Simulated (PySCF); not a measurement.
C$_{2}$H$_{5}$N, charge +1, doublet, geometry from GFN2-xTB (a state made from the parent by changing its charge; the spin is typed, not shown lowest); PySCF with DF-CAMB3LYP/6-31+G*.

Here is a job for PySCF.
```python
from pyscf import gto, scf, dft

mol = gto.Mole()
mol.atom = '''
    C     1.20157037   -0.25563874    0.05020774
    N    -0.07361319    0.19577290    0.07806270
    C    -1.27780004    0.16328114   -0.10230544
    H     1.82084780    0.42578309   -0.54672561
    H     1.59802141   -0.30357954    1.07231238
    H     1.29216775   -1.26554991   -0.39227970
    H    -1.82455331   -0.67618151   -0.55572515
    H    -1.91381327    1.00326311    0.18856539
'''
mol.basis = '6-31+g*'
mol.charge = 1
mol.spin = 1
mol.verbose = 4
mol.build()

mf = dft.UKS(mol)
mf.xc = 'camb3lyp'
mf = mf.density_fit(auxbasis='def2-universal-jkfit')
mf.kernel()
mf.analyze()
```

What the program printed (banner, timings and long lists left out):

```
PySCF version 2.14.0

[INPUT] verbose = 4
[INPUT] num. atoms = 8
[INPUT] num. electrons = 23
[INPUT] charge = 1
[INPUT] spin (= nelec alpha-beta = 2S) = 1
[INPUT] symmetry False subgroup None
[INPUT] Mole.unit = angstrom
[INPUT] Symbol           X                Y                Z      unit          X                Y                Z       unit  Magmom
[...]
nuclear repulsion = 72.9094334251918
number of shells = 34
number of NR pGTOs = 113
number of NR cGTOs = 64
basis = 6-31+g*
ecp = {}

******** <class 'pyscf.df.df_jk.DFUKS'> ********
method = DFUKS
initial guess = minao
damping factor = 0
level_shift factor = 0
DIIS = <class 'pyscf.scf.diis.CDIIS'>
diis_start_cycle = 1
diis_space = 8
diis_damp = 0
SCF conv_tol = 1e-09
SCF conv_tol_grad = None
SCF max_cycles = 50
direct_scf = False
number electrons alpha = 12  beta = 11
XC library pyscf.dft.libxc version 7.1.2
    S. Lehtola, C. Steigemann, M. J. T. Oliveira, and M. A. L. Marques,  SoftwareX 7, 1–5 (2018)
XC functionals = camb3lyp
    T. Yanai, D. P. Tew, and N. C. Handy,  Chem. Phys. Lett. 393, 51 (2004)
radial grids:
    Treutler-Ahlrichs [JCP 102, 346 (1995); DOI:10.1063/1.469408] (M4) radial grids

becke partition: Becke, JCP 88, 2547 (1988); DOI:10.1063/1.454033
pruning grids: <function nwchem_prune>
grids dens level: 3
symmetrized grids: False
atomic radii adjust function: <function treutler_atomic_radii_adjust>
small_rho_cutoff = 0
Set gradient conv threshold to 3.16228e-05
tot grids = 91184
******** <class 'pyscf.df.df.DF'> ********
auxbasis = def2-universal-jkfit
Create RSH-DF object <pyscf.df.df.DF object> for omega=0.33
******** <class 'pyscf.df.df.DF'> ********
auxbasis = auxmol.basis = def2-universal-jkfit
init E= -134.232805189103

cycle= 1 E= -133.502280274295  delta_E= 0.731  |g|= 0.196  |ddm|= 1.76
cycle= 2 E= -133.52058926475  delta_E= -0.0183  |g|= 0.145  |ddm|= 0.398
cycle= 3 E= -133.530367105141  delta_E= -0.00978  |g|= 0.0485  |ddm|= 0.121
cycle= 4 E= -133.531408561991  delta_E= -0.00104  |g|= 0.0224  |ddm|= 0.0531
cycle= 5 E= -133.531761080037  delta_E= -0.000353  |g|= 0.00595  |ddm|= 0.0223
cycle= 6 E= -133.531828606846  delta_E= -6.75e-05  |g|= 0.00368  |ddm|= 0.0112
cycle= 7 E= -133.531856520542  delta_E= -2.79e-05  |g|= 0.00165  |ddm|= 0.0076
cycle= 8 E= -133.531868093396  delta_E= -1.16e-05  |g|= 0.000763  |ddm|= 0.00621
cycle= 9 E= -133.531871002873  delta_E= -2.91e-06  |g|= 0.000212  |ddm|= 0.00393
cycle= 10 E= -133.531871180427  delta_E= -1.78e-07  |g|= 5.35e-05  |ddm|= 0.00102
cycle= 11 E= -133.53187118567  delta_E= -5.24e-09  |g|= 1.69e-05  |ddm|= 0.000144
cycle= 12 E= -133.531871186056  delta_E= -3.87e-10  |g|= 4.89e-06  |ddm|= 3.54e-05
Extra cycle  E= -133.531871186088  delta_E= -3.11e-11  |g|= 2.58e-06  |ddm|= 9.2e-06
converged SCF energy = -133.531871186088  <S^2> = 0.76077521  2S+1 = 2.0107463
**** SCF Summaries ****
Total Energy =                        -133.531871186087585
Nuclear Repulsion Energy =              72.909433425191807
One-electron Energy =                 -316.657750140689018
Two-electron Energy =                  110.216445529409640
Two-electron Coulomb Energy =          129.439742818453738
DFT Exchange-Correlation Energy =      -19.223297289044094
**** MO energy ****
                             alpha | beta                alpha | beta
[...]
To work with the spin densities directly, `use mulliken_meta_spin()` only printing them here.

 ** Mulliken spin pop alpha/beta on meta-lowdin orthogonal AOs **
 ** Mulliken Spin Density (per AO)  **
spin_pop of  0 C 1s        0.00000
spin_pop of  0 C 2s       -0.00702
spin_pop of  0 C 3s        0.00026
spin_pop of  0 C 4s        0.00009
spin_pop of  0 C 2px      -0.01939
spin_pop of  0 C 2py       0.00380
spin_pop of  0 C 2pz      -0.00398
spin_pop of  0 C 3px       0.00029
spin_pop of  0 C 3py       0.00096
spin_pop of  0 C 3pz       0.00035
spin_pop of  0 C 4px       0.00004
spin_pop of  0 C 4py       0.00001
spin_pop of  0 C 4pz      -0.00000
spin_pop of  0 C 3dxy      0.00020
spin_pop of  0 C 3dyz      0.00022
spin_pop of  0 C 3dz^2     0.00003
spin_pop of  0 C 3dxz      0.00013
spin_pop of  0 C 3dx2-y2    0.00060
spin_pop of  1 N 1s       -0.00001
spin_pop of  1 N 2s        0.05231
spin_pop of  1 N 3s        0.00076
spin_pop of  1 N 4s        0.00004
spin_pop of  1 N 2px       0.02208
spin_pop of  1 N 2py       0.58059
spin_pop of  1 N 2pz       0.17949
spin_pop of  1 N 3px       0.00005
spin_pop of  1 N 3py       0.00293
spin_pop of  1 N 3pz       0.00075
spin_pop of  1 N 4px       0.00012
spin_pop of  1 N 4py       0.00007
spin_pop of  1 N 4pz       0.00004
spin_pop of  1 N 3dxy     -0.00018
spin_pop of  1 N 3dyz     -0.00004
spin_pop of  1 N 3dz^2     0.00012
spin_pop of  1 N 3dxz     -0.00006
spin_pop of  1 N 3dx2-y2   -0.00071
spin_pop of  2 C 1s        0.00000
spin_pop of  2 C 2s       -0.01763
spin_pop of  2 C 3s        0.00043
spin_pop of  2 C 4s        0.00004
spin_pop of  2 C 2px      -0.01962
spin_pop of  2 C 2py      -0.02734
spin_pop of  2 C 2pz      -0.06282
spin_pop of  2 C 3px       0.00050
spin_pop of  2 C 3py       0.00119
spin_pop of  2 C 3pz       0.00043
spin_pop of  2 C 4px       0.00005
spin_pop of  2 C 4py      -0.00001
spin_pop of  2 C 4pz       0.00001
spin_pop of  2 C 3dxy      0.00151
spin_pop of  2 C 3dyz      0.00013
spin_pop of  2 C 3dz^2     0.00010
spin_pop of  2 C 3dxz      0.00020
spin_pop of  2 C 3dx2-y2    0.00001
spin_pop of  3 H 1s        0.01783
spin_pop of  3 H 2s        0.00026
spin_pop of  4 H 1s        0.01783
spin_pop of  4 H 2s        0.00026
spin_pop of  5 H 1s        0.09656
spin_pop of  5 H 2s        0.00055
spin_pop of  6 H 1s        0.09941
spin_pop of  6 H 2s        0.00046
spin_pop of  7 H 1s        0.07408
spin_pop of  7 H 2s        0.00066
 ** Mulliken Spin Density (per atom)  **
spin density of  0 C =     -0.02341
spin density of  1 N =      0.83835
spin density of  2 C =     -0.12282
spin density of  3 H =      0.01808
spin density of  4 H =      0.01808
spin density of  5 H =      0.09711
spin density of  6 H =      0.09987
spin density of  7 H =      0.07474
 ** Mulliken pop alpha/beta on meta-lowdin orthogonal AOs **
 ** Mulliken pop       alpha | beta **
In total            12.00000 | 11.00000
 ** Mulliken atomic charges   ( Nelec_alpha | Nelec_beta ) **
charge of  0C =     -0.22218  (     3.09938      3.12280 )
charge of  1N =      0.18179  (     3.82828      2.98993 )
charge of  2C =      0.02724  (     2.92497      3.04779 )
charge of  3H =      0.19275  (     0.41267      0.39459 )
charge of  4H =      0.19275  (     0.41267      0.39459 )
charge of  5H =      0.19968  (     0.44871      0.35161 )
charge of  6H =      0.21122  (     0.44433      0.34445 )
charge of  7H =      0.21676  (     0.42899      0.35425 )

WARN: System has nonzero charge 1; the dipole moment is origin-dependent.
Location of origin: [0. 0. 0.]

Dipole moment(X, Y, Z, Debye): -1.04743, -0.33682, -0.29590
```
